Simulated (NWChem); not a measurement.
Molecule: GeBrF, singlet; SMILES [Ge]([F])[Br]

```xyz
3

Ge     0.4214     0.9887     0.0000
F     -1.2216     1.6540     0.0000
Br    -0.0712    -1.3293     0.0000
```
Atoms are numbered in this order, from 1.

Results from NWChem. Low-valent species are run as closed-shell singlets; no triplet was tried in these runs. Structure relaxed at the PBE-D3(BJ)/def2-SVP level.

For level PBE0/pcseg-1:

- highest occupied level (eV) = -8.27
- orbital gap (eV) = 5.17
- dipole (D) = 2.37

Task: How do the values read with level PBE0/STO-3G instead?

Result: The highest occupied level (eV) comes out as -4.15, the orbital gap (eV) comes out as 4.66 and the dipole (D) comes out as 1.74.
